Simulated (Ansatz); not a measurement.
Ideal-gas functions of CH$_{5}$AlBrN (`[CH3][Al]([NH2])[Br]`) at 400 K and 1 bar, from an Ansatz frequency run at PBE0-D4/def2-TZVP.

Molar mass 137.94 g/mol, point group Cs (symmetry number 1), electronic degeneracy 1, moments of inertia 91.952, 270.869, 359.711 u Å². Harmonic wavenumbers (cm⁻¹, unscaled): 55, 139, 165, 197, 367, 375, 417, 614, 647, 668, 740, 857, 1224, 1439, 1443, 1563, 3046, 3126, 3136, 3610, 3703.

Use S(trans) = R[1.5 ln M + 2.5 ln T − 1.1517]; rotational temperatures θ = 24.2544 K / I; S(rot) = R[ln(√π/σ · √(T³/θAθBθC)) + 1.5]; for each mode x = 1.438777 ν̃/T, S = R[x/(eˣ − 1) − ln(1 − e⁻ˣ)] and H = RT x/(eˣ − 1); 1 cm⁻¹ = 0.0119627 kJ/mol; R = 8.31446 J/(mol·K).

**Question.** By hand: the entropy, in J/(mol·K).

**Answer.** Translation 176.4. Rotation: θ = 0.2638, 0.0895, 0.0674 K, giving 118.7. Vibration, mode by mode: 21.80, 14.16, 12.77, 11.35, 6.58, 6.43, 5.68, 3.23, 2.95, 2.78, 2.26, 1.62, 0.56, 0.29, 0.29, 0.20, 0.00, 0.00, 0.00, 0.00, 0.00, in all 93.0. Electronic 0.0. Sum 388.1 J/(mol·K).

**Question.** By hand: H − E and G − E in kJ/mol, counted from the electronic energy.

**Answer.** Zero-point energy ½ × 27531 × 0.0119627 = 164.7; thermal vibration 19.0; translation, rotation and pV give 4 RT = 13.3. H − E = 197.0 kJ/mol, and G − E = 197.0 − 400 × 388.1/1000 = 41.8 kJ/mol.

Vibration gives 24 % of the entropy, 36.0 J/(mol·K) of it from the modes under 150 cm⁻¹: soft modes count most, and the harmonic formula is weakest for them. The sum counts one conformer and one mirror image; others add a mixing term.
